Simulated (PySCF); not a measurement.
## Electron correlation in Nb⁺ (niobium, charge +1)

[Kr] 4d3 5s1, high-spin 5F determinant (an excited configuration). Computed with PySCF 2.14 in aug-cc-pwCVDZ-PP with ECP28MDF (6s6p5d3f, 70 functions), with a scalar-relativistic core potential. Frozen: 4s2 4p6; 4 electrons correlated.

| level | correlation energy (mhartree) |
| --- | --- |
| CCSD | -32.83 |
| (T) | -0.31 |
| CCSD(T) | -33.14 |

Diagnostics: T1 = 0.0052, D1 = 0.0132, largest double amplitude 0.020.

Q: Is a single reference adequate?

A: Yes, within this model without spin-orbit coupling: T1 lies below 0.03 and no double amplitude reaches 0.07.
